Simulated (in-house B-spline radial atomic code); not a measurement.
Functionals against ionisation energies along an isoelectronic series: Xe to La³⁺

Ionisation energies as differences of self-consistent total energies from a B-spline radial code for spherical atoms: all electrons, radial basis limit, scalar-relativistic (one-electron X2C), spin-polarised at highest spin, spherical densities; exact exchange is averaged over the determinants of each configuration. No spin-orbit coupling, Breit or QED terms. NIST's values run from ground level to ground level, so in open shells the differences also hold multiplet and fine-structure energies that spherical high-spin averages miss. For p electrons of heavy elements the spin-orbit part alone reaches an electronvolt or more. Columns give computed minus NIST, in eV; a star marks a semi-empirical value. Species are left out where the tabulated value is theory, is uncertain by more than 0.12 eV, or (13 ions, such as In⁴⁺, Te⁴⁺ and Bi⁴⁺) lies off its series for all methods alike, which flatters the means a little.

```tsv
species	shell	NIST (eV)	LDA VWN5	LDA exchange-only	BLYP	B3LYP	r2SCAN0
Xe	5p	12.13	+0.43	-0.88	+0.07	+0.29	+0.51
Cs⁺	5p	23.16	?	?	?	?	?
Ba²⁺	5p	35.84	+0.64	-0.90	+0.22	+0.51	+0.80
La³⁺	5p	49.95 ± 0.06*	+0.89	-0.73	+0.45	+0.75	+1.07
```

(1) What are the differences for Cs⁺ ([Kr] 4d10 5s2 5p6)?

(2) How do the methods rank, and which species is hardest?

Results:

(1) LDA VWN5 +0.51; LDA exchange-only -0.93; BLYP +0.12; B3LYP +0.39; r2SCAN0 +0.64 eV.

(2) Mean absolute (signed) differences: BLYP 0.21 (+0.21) eV; B3LYP 0.48 (+0.48) eV; LDA VWN5 0.62 (+0.62) eV; r2SCAN0 0.75 (+0.75) eV; LDA exchange-only 0.86 (-0.86) eV. For La³⁺, which loses a 5p electron, the nearest method is off by +0.45 eV, the largest such miss.
